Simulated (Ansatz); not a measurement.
The cluster Au2S2⁻, relaxed as a doublet with UKS PBE-D4/def2-SVPD in Ansatz, starting from the GFN2-xTB geometry. Force threshold 0.02 eV/Å.

In the def2 sets Au takes a core potential; there is no spin–orbit coupling. Another isomer (doublet) lies 0.51 eV lower at PBE0-D4/def2-TZVPD; other spin states weren't run for this one.

Start:

| atom | x (Å) | y (Å) | z (Å) |
| --- | --- | --- | --- |
| Au1 | 1.133 | 0.833 | -0.388 |
| Au2 | -1.131 | -0.833 | 0.392 |
| S3 | -1.069 | 1.559 | 0.232 |
| S4 | 1.068 | -1.559 | -0.236 |

| step | energy (eV) | largest force component (eV/Å) | SCF passes |
| --- | --- | --- | --- |
| 1 | -29047.9992 | 0.487 | 19 |
| 2 | -29048.0060 | 0.417 | 28 |
| 3 | -29048.0289 | 0.026 | 24 |
| 4 | -29048.0290 | 0.001 | 26 |

Force components are those of the run's own axes.

End:

| atom | x (Å) | y (Å) | z (Å) |
| --- | --- | --- | --- |
| Au1 | 1.1076 | 0.8162 | -0.3813 |
| Au2 | -1.1075 | -0.8161 | 0.3818 |
| S3 | -1.1012 | 1.6073 | 0.2411 |
| S4 | 1.1011 | -1.6073 | -0.2416 |

By distances, no bond broke or formed. The bond that changes most is Au1–S4, from 2.40 to 2.43 Å (atoms count from 1).

No frequencies were taken in this run, so the end may be a saddle point.

Run time 7.5 s (4 threads of Arm Neoverse V1 on a shared host).
